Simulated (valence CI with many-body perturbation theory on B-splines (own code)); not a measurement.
# Energy levels of Xe5+

Calculated by valence CI with perturbative core correlation (CI+MBPT): three valence electrons over a frozen Dirac-Fock core [Kr] 4d10, radial functions for each j: 11 s, 11 p, 10 d, 8 f, 5 g, 2 h, with the one-electron correlation potential Σ1, the two-electron term Σ2, the three-electron term Σ3, Breit, model QED; selected CI, second order for the rest, scaled by the run's own slope (own B-spline code, finite nucleus).

Set against measurement, 18 paired levels are off by 446 cm⁻¹ on average, the worst by 1230. These come from a selection out of Saloman, J. Phys. Chem. Ref. Data 33, 765 (2004). Levels without a partner in it may be off by more, other configurations by several thousand cm⁻¹. The list stops below the first excitations out of the core. 7 measured levels below the end of the list, from 338450 cm⁻¹ on, found no clear computed partner, and computed levels of the same name lie up to 10570 cm⁻¹ from them.

Levels 46 to 90 of 136, with energies above the lowest level, 5s2 5p 2P°_1/2. "Leading %" is the weight of the configuration and term that name the level; weights of strongly mixed levels are sums over their largest components and can fall short. In the jj column 3d3/2^4 stands for four electrons in 3d with j = 3/2. Lifetimes count E1, E2, E3, M1 and M2 decay at the calculated energies, and are blank where another channel may lead or the interval is too uncertain; long ones can be off by a factor of two.

```
No.  Configuration  Term    J  E (cm⁻¹)  Leading %  Lifetime       g             Leading jj
 46       4f 5s 5p    4D  7/2    289850         58   17.4 ns   1.305  4f7/2 5s 5p3/2 (40 %)
 47       4f 5s 5p    4D  5/2    292290         79   24.8 ns   1.301  4f5/2 5s 5p3/2 (63 %)
 48       5s 5p 5d   2D°  5/2    292300         47    100 ps   1.134  5s 5p3/2 5d5/2 (67 %)
 49       4f 5s 5p    4D  3/2    294160         92   60.6 ns   1.150  4f5/2 5s 5p3/2 (85 %)
 50       4f 5s 5p    2G  7/2    295210         69   3.60 ns   0.982  4f7/2 5s 5p3/2 (47 %)
 51       4f 5s 5p    4D  1/2    295240         99    579 ns  -0.003  4f5/2 5s 5p3/2 (99 %)
 52       5s 5p 5d   2F°  7/2    300970         95    125 ps   1.144  5s 5p3/2 5d5/2 (59 %)
 53       4f 5s 5p    2D  5/2    301320         78   1.74 ns   1.159  4f7/2 5s 5p3/2 (54 %)
 54       4f 5s 5p    2G  9/2    302870         95   16.9 ns   1.113  4f5/2 5s 5p3/2 (61 %)
 55       4f 5s 5p    2D  3/2    307090         92   2.61 ns   0.799  4f7/2 5s 5p3/2 (82 %)
 56       5s 5p 5d   2P°  3/2    307690         58   54.8 ps   1.214  5s 5p1/2 5d3/2 (30 %)
 57       5s 5p 5d   2P°  1/2    313980         78   73.6 ps   0.687  5s 5p3/2 5d5/2 (70 %)
 58       5s 5p 5d   2F°  7/2    315390         71   70.5 ps   1.149  5s 5p3/2 5d5/2 (43 %)
 59       5s 5p 5d   2F°  5/2    316550         66   66.8 ps   0.872  5s 5p3/2 5d3/2 (57 %)
 60       4f 5s 5p    2F  5/2    317380         88    165 ps   0.879  4f5/2 5s 5p3/2 (78 %)
 61       4f 5s 5p    2F  7/2    317720         91    161 ps   1.138  4f7/2 5s 5p3/2 (73 %)
 62       5s 5p 6s   4P°  1/2    319310         92   88.4 ps   2.537     5s 5p1/2 6s (91 %)
 63       4f 5s 5p    2G  9/2    319850         92    226 ps   1.114  4f7/2 5s 5p3/2 (73 %)
 64       4f 5s 5p    2G  7/2    320840         92    237 ps   0.894  4f5/2 5s 5p3/2 (72 %)
 65       5s 5p 6s   4P°  3/2    322330         43   63.1 ps   1.360     5s 5p1/2 6s (46 %)
 66       5s 5p 5d   2P°  1/2    323410         83   56.5 ps   0.692  5s 5p3/2 5d3/2 (69 %)
 67       5s 5p 5d   2D°  3/2    323960         40   48.1 ps   1.232  5s 5p3/2 5d3/2 (33 %)
 68       4f 5s 5p    2D  3/2    324410         63    159 ps   0.797  4f5/2 5s 5p3/2 (52 %)
 69       4f 5s 5p    2D  5/2    324840         60    161 ps   1.198  4f7/2 5s 5p3/2 (47 %)
 70       5s 5p 5d   2D°  5/2    324880         81   38.7 ps   1.180  5s 5p3/2 5d5/2 (66 %)
 71       5s 5p 5d   2P°  3/2    326330         74   56.7 ps   1.336  5s 5p3/2 5d5/2 (53 %)
 72       5s 5p 6s   2P°  1/2    330670         85   53.4 ps   0.717     5s 5p1/2 6s (76 %)
 73         5s2 5f   2F°  7/2    332490         74   55.2 ps   1.144      5s^2 5f7/2 (74 %)
 74         5s2 5f   2F°  5/2    332710         68   50.2 ps   0.860      5s^2 5f5/2 (68 %)
 75         5s2 6d    2D  3/2    334970         63    193 ps   0.799      5s^2 6d3/2 (63 %)
 76       5s 5p 6s   4P°  5/2    335110         98   92.6 ps   1.601     5s 5p3/2 6s (98 %)
 77         5s2 6d    2D  5/2    336010         62    207 ps   1.200      5s^2 6d5/2 (62 %)
 78       5s 5p 6s   2P°  3/2    342730         84   51.4 ps   1.362     5s 5p3/2 6s (89 %)
 79         5s2 7s    2S  1/2    346860         97    104 ps   2.002         5s^2 7s (97 %)
 80       5s 5p 6p    4D  1/2    357870         71    292 ps   0.229  5s 5p1/2 6p1/2 (95 %)
 81       5s 5p 6p    4D  3/2    361670         69    279 ps   1.227  5s 5p1/2 6p1/2 (73 %)
 82         5s2 7p   2P°  1/2    363610         51   74.8 ps   0.676      5s^2 7p1/2 (51 %)
 83       5s 5p 6s   2P°  3/2    365620         62   70.9 ps   1.340     5s 5p3/2 6s (55 %)
 84       5s 5p 6p    4P  3/2    365900         34    291 ps   1.476  5s 5p1/2 6p3/2 (87 %)
 85       5s 5p 6p    4P  1/2    366000         88    363 ps   2.557  5s 5p1/2 6p1/2 (65 %)
 86       5s 5p 6p    2P  1/2    368370         65    245 ps   0.624  5s 5p1/2 6p3/2 (60 %)
 87       5s 5p 6p    4D  5/2    368390         75    317 ps   1.397  5s 5p1/2 6p3/2 (72 %)
 88       5s 5p 6s   2P°  1/2    371060         48   77.9 ps   0.675      5s^2 7p1/2 (46 %)
 89         5s2 7p   2P°  3/2    372010         64    119 ps   1.337      5s^2 7p3/2 (64 %)
 90       5s 5p 6p    2D  3/2    372140         39    280 ps   1.300  5s 5p1/2 6p3/2 (70 %)
```

Names give the largest LS component (configuration and term), which can be under half, so a name can repeat, a term be missing and a line seem to break the LS rules; names also repeat where a configuration has a term twice.

Where two levels of one J and parity lie close, their mixing, g and order are uncertain.
